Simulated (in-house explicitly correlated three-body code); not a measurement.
Computed with an exponentially correlated three-body code. Model: two electrons around a point charge, non-relativistic, variational in 260 exponentially correlated functions (energies converged to about 1e-7 hartree, or 1e-8 relative for large Z).

For two electrons in a singlet the Kohn-Sham orbital is the square root of half the density, so the exact Kohn-Sham potential and energy parts follow from the density alone, and exchange is minus half the Hartree energy. The Kohn-Sham level equals minus the binding energy of the second electron.

Command:
```bash
python run_hyl.py task.json out
```
Settings (lengths in bohr, energies in hartree):
```
Z                      2.74
interaction_strength   1
functions              260
states_tried           13
```

Cost of the run: 30 s on 1 thread of Intel(R) Xeon(R) Platinum 8488C (Sapphire Rapids), on a shared host.

**Converged states only, values per electron or pair.**

Given: nuclear charge 2.74.

```csv
term,mean r (bohr),mean r squared (bohr²),mean inverse r (1/bohr),mean r12 (bohr),mean inverse r12 (1/bohr),mean cosine,mean p1 dot p2 (bohr⁻²),delta r1 (bohr⁻³),delta r12 (bohr⁻³)
1 1S,0.63612,0.55186,2.428,0.9606,1.4059,-0.047631,0.25498,5.1081,0.37823
2 3S,1.6713,4.7559,1.618,2.8741,0.41224,-0.013448,0.014874,3.4603,-
2 1S,1.859,6.0533,1.5973,3.2308,0.41686,-0.014923,0.01851,3.4264,0.04268
2 3P,1.6104,4.5218,1.5979,2.769,0.44736,-0.051493,-0.22685,3.227,-
2 1P,1.7359,5.3195,1.5844,2.9774,0.42769,0.0064937,0.18173,3.2804,0.0059292
3 3S,3.6549,26.17,1.4751,6.7938,0.18875,-0.0039245,0.0040354,3.3234,-
3 1S,3.9395,30.724,1.4696,7.3584,0.18912,-0.0046065,0.0053495,3.3169,0.012412
3 3P,3.716,27.557,1.4697,6.9204,0.19649,-0.013948,-0.059415,3.2613,-
3 1P,3.9021,30.517,1.4658,7.2812,0.19152,0.001937,0.054259,3.2756,0.0020183
4 3S,?,?,?,?,?,?,?,?,-
4 1S,?,?,?,?,?,?,?,?,?
4 3P,6.6832,93.466,1.4256,12.837,0.11001,-0.0056711,-0.023853,3.2688,-
4 1P,6.931,100.72,1.424,13.328,0.10804,0.00080903,0.022884,3.2746,0.00089028
```

Task: What belongs in the row 4 3S?

Result: mean r (bohr): 6.5005; mean r squared (bohr²): 87.44; mean inverse r (1/bohr): 1.4279; mean r12 (bohr): 12.47; mean inverse r12 (1/bohr): 0.10719; mean cosine: -0.0016153; mean p1 dot p2 (bohr⁻²): 0.0016263; delta r1 (bohr⁻³): 3.2938.

Task: What belongs in the row 4 1S?

Result: mean r (bohr): 6.8838; mean r squared (bohr²): 98.514; mean inverse r (1/bohr): 1.4256; mean r12 (bohr): 13.235; mean inverse r12 (1/bohr): 0.10715; mean cosine: -0.0019524; mean p1 dot p2 (bohr⁻²): 0.002224; delta r1 (bohr⁻³): 3.2916; delta r12 (bohr⁻³): 0.0051641.

**Exact Kohn-Sham parts of the ground state from its density.**

Computed: total energy -5.94977441 hartree; exchange energy -1.4883 hartree; DFT correlation energy -0.043235 hartree; kinetic part of the DFT correlation energy 0.039211 hartree; potential part of the DFT correlation energy -0.082445 hartree; exact minus restricted Hartree-Fock -0.043213 hartree; Kohn-Sham level -59.756 eV; restricted Hartree-Fock level -60.104 eV; dipole polarisability 0.2941 bohr³; C6 of two such species 0.14709 hartree·bohr⁶.

Task: What is the Hartree energy?

Result: 2.9766 hartree.

Task: What is the Kohn-Sham kinetic?

Result: 5.9106 hartree.

**Functionals on the exact density and self-consistent, errors are functional minus exact, hybrids only self-consistent, a dash where a self-consistent run leaves the top level unbound.**

```json
{"result": "HSE06", "exchange error (millihartree)": "-", "correlation error (millihartree)": "-", "functional driven error (millihartree)": "-", "density driven error (millihartree)": "-", "self consistent total error (millihartree)": "13.149", "top level plus exact binding (eV)": "10.317"}
{"result": "B3LYP VWN-RPA", "exchange error (millihartree)": "-", "correlation error (millihartree)": "-", "functional driven error (millihartree)": "-", "density driven error (millihartree)": "-", "self consistent total error (millihartree)": "-7.9093", "top level plus exact binding (eV)": "10.283"}
{"result": "M06-L", "exchange error (millihartree)": "-17.094", "correlation error (millihartree)": "-0.76308", "functional driven error (millihartree)": "-17.857", "density driven error (millihartree)": "-2.2862", "self consistent total error (millihartree)": "-20.144", "top level plus exact binding (eV)": "12.125"}
{"result": "wB97X", "exchange error (millihartree)": "-", "correlation error (millihartree)": "-", "functional driven error (millihartree)": "-", "density driven error (millihartree)": "-", "self consistent total error (millihartree)": "?", "top level plus exact binding (eV)": "?"}
{"result": "SCAN", "exchange error (millihartree)": "-4.6989", "correlation error (millihartree)": "3.3777", "functional driven error (millihartree)": "-1.3211", "density driven error (millihartree)": "-0.28705", "self consistent total error (millihartree)": "-1.6082", "top level plus exact binding (eV)": "12.256"}
{"result": "LDA VWN5", "exchange error (millihartree)": "207.63", "correlation error (millihartree)": "-86.977", "functional driven error (millihartree)": "120.65", "density driven error (millihartree)": "-1.9793", "self consistent total error (millihartree)": "118.67", "top level plus exact binding (eV)": "14.221"}
{"result": "BP86", "exchange error (millihartree)": "4.4378", "correlation error (millihartree)": "-1.5281", "functional driven error (millihartree)": "2.9097", "density driven error (millihartree)": "-0.71107", "self consistent total error (millihartree)": "2.1986", "top level plus exact binding (eV)": "13.431"}
{"result": "BLYP", "exchange error (millihartree)": "4.4378", "correlation error (millihartree)": "-3.6677", "functional driven error (millihartree)": "0.77012", "density driven error (millihartree)": "-1.4585", "self consistent total error (millihartree)": "-0.68842", "top level plus exact binding (eV)": "13.303"}
{"result": "PBEsol", "exchange error (millihartree)": "?", "correlation error (millihartree)": "?", "functional driven error (millihartree)": "?", "density driven error (millihartree)": "?", "self consistent total error (millihartree)": "?", "top level plus exact binding (eV)": "?"}
{"result": "AM05", "exchange error (millihartree)": "159.64", "correlation error (millihartree)": "-69.707", "functional driven error (millihartree)": "89.93", "density driven error (millihartree)": "-1.3367", "self consistent total error (millihartree)": "88.594", "top level plus exact binding (eV)": "14.238"}
```

Task: What belongs in the row wB97X?

Result: self consistent total error (millihartree): -4.257; top level plus exact binding (eV): 7.5429.

Task: What belongs in the row PBEsol?

Result: exchange error (millihartree): 87.293; correlation error (millihartree): -12.557; functional driven error (millihartree): 74.737; density driven error (millihartree): -1.1338; self consistent total error (millihartree): 73.603; top level plus exact binding (eV): 14.06.

**Density and exact potentials over r, pair density (one pair, times 4 pi r12^2) and exact minus Kohn-Sham pair density over r12.**

```csv
radius (bohr),radial density (electrons/bohr),exchange potential (hartree),intracule density (1/bohr),Coulomb hole against Kohn-Sham (1/bohr),correlation potential (hartree)
0.0787,0.51843,-2.3743,0.030834,-0.01222,-0.042
0.0917,0.65631,-2.3575,0.041938,-0.01598,-0.038
0.107,0.82322,-2.3357,0.057108,-0.02076,-0.034
0.125,1.0205,-2.3076,0.077751,-0.02675,-0.029
0.145,1.2347,-2.2739,0.10401,-0.03363,-0.023
0.169,1.4774,-2.2307,0.13974,-0.04189,-0.016
0.197,1.7328,-2.1775,0.18644,-0.0511,-0.008
0.23,1.9886,-2.1121,0.24706,-0.06076,0
0.268,?,?,?,?,?
0.312,2.4,-1.9456,0.41227,-0.07615,0.015
0.364,2.5104,-1.8415,0.51827,-0.07847,0.021
0.424,2.5231,-1.7259,0.63255,-0.07433,0.024
0.494,2.4244,-1.5994,0.74646,-0.06213,0.026
0.576,2.2118,-1.464,0.845,-0.04163,0.025
0.671,?,?,?,?,?
0.782,1.5308,-1.1842,0.9159,0.01179,0.017
0.911,1.1399,-1.0474,0.85696,0.0332,0.013
1.06,0.77884,-0.91873,0.73385,0.04341,0.008
1.24,0.4715,-0.79582,0.55916,0.04085,0.005
1.44,0.25956,-0.6902,0.38088,0.02955,0.003
1.68,0.12183,-0.5938,0.2206,0.01569,0.002
1.96,0.048397,-0.50979,0.10681,0.005393,0.001
```

Task: What belongs in the row 0.268?

Result: radial density (electrons/bohr): 2.2183; exchange potential (hartree): -2.0352; intracule density (1/bohr): 0.32205; Coulomb hole against Kohn-Sham (1/bohr): -0.0696; correlation potential (hartree): 0.008.

Task: What belongs in the row 0.671?

Result: radial density (electrons/bohr): 1.9036; exchange potential (hartree): -1.3246; intracule density (1/bohr): 0.90772; Coulomb hole against Kohn-Sham (1/bohr): -0.01539; correlation potential (hartree): 0.022.

The density-driven part is never positive, since each functional's own density lowers its energy. Here it is small beside the functional-driven part (median ratio 0.13), the normal case. The correlation energy of density-functional theory lies 0.022 millihartree below exact minus Hartree-Fock, because the Hartree-Fock density, unlike the exact one, minimises the Hartree-Fock energy.
